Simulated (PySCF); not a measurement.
SMILES C=CC[SiH2]F (C3H7FSi), GFN2-xTB optimised geometry.

```
12

C      1.18    -0.58     0.00
C     -0.14    -0.58     0.00
C     -0.98     0.65     0.00
Si    -1.82     0.91     1.69
F     -2.73    -0.39     1.98
H      1.75     0.34    -0.02
H      1.76    -1.49     0.01
H     -0.68    -1.52     0.03
H     -0.38     1.52    -0.25
H     -1.76     0.55    -0.77
H     -2.76     2.02     1.66
H     -0.87     0.94     2.79
```

Density from PBE0/def2-TZVP run with PySCF at that geometry.

Minimum of the electron density along straight lines between bonded atoms, close to the bond critical point (lines longer than 1.1 times the sum of covalent radii, or with two minima, are not listed):

| bond | length / Å | ρ at the minimum / e bohr⁻³ | ∇²ρ there / e bohr⁻⁵ | position (fraction from the first atom) |
|---|---|---|---|---|
| C1–C2 | 1.321 | 0.359 | -1.12 | 0.49 |
| C2–C3 | 1.491 | 0.260 | -0.67 | 0.50 |
| C3–Si4 | 1.905 | 0.119 | 0.13 | 0.61 |
| Si4–F5 | 1.612 | 0.133 | 0.96 | 0.42 |
| C1–H6 | 1.078 | 0.286 | -1.01 | 0.64 |
| C1–H7 | 1.076 | 0.288 | -1.03 | 0.64 |
| C2–H8 | 1.082 | 0.287 | -1.03 | 0.65 |
| C3–H9 | 1.090 | 0.274 | -0.92 | 0.64 |
| C3–H10 | 1.092 | 0.273 | -0.91 | 0.64 |
| Si4–H11 | 1.456 | 0.129 | 0.18 | 0.49 |
| Si4–H12 | 1.454 | 0.130 | 0.18 | 0.49 |
